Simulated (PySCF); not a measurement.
Computed with PySCF, PBE0, basis Ru def2-TZVP with ECP28, Cl def2-TZVP (scalar-relativistic core potentials, no spin–orbit coupling, density fitting).

Each entry is the lowest minimum that a search over a few typed start shapes (and spin states, where more than one is plausible) found, or that minimum re-optimised at the stated level; isomers with ligand–ligand bonds, or fragments after loss of a ligand pair, can lie lower. Open shells are unrestricted.

RuCl3 is a quartet of C2v symmetry with Ru–Cl 2.161 Å, Ru–Cl 2.201 Å (×2); Cl–Ru–Cl 104.8° (×2), Cl–Ru–Cl 150.5°. Its wavenumbers are 86, 88, 109, 379, 425, 435 cm⁻¹.

(1) What changes when one electron is removed, giving RuCl₃⁺?

Results:

(1) It costs 9.49 eV between the minima (9.51 eV with zero-point energy). RuCl₃⁺ is a triplet of D3h symmetry with Ru–Cl 2.095 Å (×3); Cl–Ru–Cl 120.0° (×3); wavenumbers 54, 115 (×2), 445, 515 (×2) cm⁻¹.

With open d or f shells other occupations or spin states may lie lower.
